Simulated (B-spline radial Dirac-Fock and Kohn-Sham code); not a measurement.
Atomic SCF run for Ta²⁺

ΔSCF core binding energies without Breit or QED terms, calculated with a radial finite-basis atomic code. Keys: rel is the Hamiltonian (dirac, or spin-free x2c and nr, where L3 and M5 stand for the whole 2p and 3d shells), method is hf or an exchange,correlation pair (spin-unpolarised, also for the hole states), nuc the nuclear model, radius_factor scales its radius, rmax is the box in bohr, h the logarithmic mesh step, order the B-spline order, points the quadrature points per cell, c_factor scales the speed of light, and damp, ndamp, maxit and tol steer the iteration. The run stops when the commutator error falls below 10·tol·max(1, Z/10), or the numerical noise floor, and the energy has settled to about 1e-8 Ha; the virial ratio is −V/T.

Input (task.json):

```json
{"items": [{"Z": 73, "q": 2, "cfg": [[1, 0, 2], [2, 0, 2], [2, 1, 6], [3, 0, 2], [3, 1, 6], [3, 2, 10], [4, 0, 2], [4, 1, 6], [4, 2, 10], [4, 3, 14], [5, 0, 2], [5, 1, 6], [5, 2, 3]], "A": 181, "rrms": 5.3507, "do": "settings", "holes": ["K", "L3", "M5"],
  "settings": [{"rel": "dirac", "method": "hf", "nuc": "fermi", "radius_factor": 1.0, "rmax": 45.0, "h": 0.3, "order": 8, "points": 10, "c_factor": 1.0, "maxit": 95, "damp": 0.5, "ndamp": 3, "tol": 1e-14}]}]}
```

Command: `python xray2_run.py task.json out`

Ground-state iterations:

```
iter   energy (Ha)        error
   1   -15614.93260570  2.16e+00
   2   -15615.64989542  1.34e-01
   3   -15615.83413808  2.41e-02
   4   -15615.83925283  7.45e-03
   5   -15615.83971488  3.53e-03
   6   -15615.83974783  2.54e-03
   7   -15615.83982008  2.29e-04
   8   -15615.83982063  3.17e-05
   9   -15615.83982063  8.80e-06
  10   -15615.83982064  7.22e-07
  11   -15615.83982064  3.64e-08
```

The ground state converged in 11 iterations, with total energy -15615.83982 Ha, virial ratio 1.89140 and highest orbital energy -22.75 eV. ΔSCF binding energies: K (1s) 67767.6 eV, L3 (2p3/2) 9930.4 eV, M5 (3d5/2) 1760.5 eV.

One setting is outside the advised range (tolerance below the noise), but here it does no visible harm: the result matches the run with default settings.
